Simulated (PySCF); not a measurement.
Gas-phase equilibrium of 1 mol ZnCl₂, 0.89 mol H₂O at 600 K and 0.0100 bar, among 18 species (ClO, O₂, HCl, O, HO₂, Zn, H₂O, H, Zn(OH)₂, HOCl, H₂O₂, O₃, H₂, ZnH₂, ZnCl₂, Cl, Cl₂, OH). Only gases are allowed; each row takes one source of thermochemistry for all species, and Cantera finds the minimum.

Energies from PySCF, thermal terms from the rigid-rotor harmonic-oscillator model, ideal gas at 1 bar. † marks an energy on the PBE0/def2-TZVP geometry and frequencies; other levels use their own. 6-31G* has spherical d functions here. The species in the table below are closed-shell singlets. B3LYP is the form with VWN-RPA correlation. Zn: all electrons, no relativistic terms. No R ln 2 is added for the mirror-image form of Zn(OH)₂. Zn(OH)₂: computed as isolated molecules; such fragments, hydroxides, amides, oligomers or adducts are transient or little studied in the gas. The harmonic model lacks anharmonicity and excited electronic states, which grow with temperature; levels with a mode under 35 cm⁻¹ are left out. Soft modes under 120 cm⁻¹ make the harmonic entropy rough for ZnCl₂.

Molecules larger than those listed are left out. Table species left out: Zn+.

Mole fractions:

```csv
thermochemistry,x ZnCl₂,x H₂O,x HCl,x Zn(OH)₂
B3LYP/6-31G*,0.53,0.47,0.00036,0.00018
B3LYP/def2-TZVP†,0.53,0.47,1.5e-5,7.6e-6
BLYP/def2-TZVP†,0.53,0.47,5.2e-5,2.6e-5
PBE0/def2-QZVP†,0.53,0.47,4.6e-6,2.3e-6
LDA/def2-TZVP†,0.53,0.47,3.9e-5,2.0e-5
ωB97X-V/def2-TZVP†,0.53,0.47,1.1e-5,5.3e-6
```
The most sensitive of these is Zn(OH)₂: it spans a factor of 10^1.9 over these rows; at this temperature one factor of ten is RT ln 10 = 11 kJ/mol.
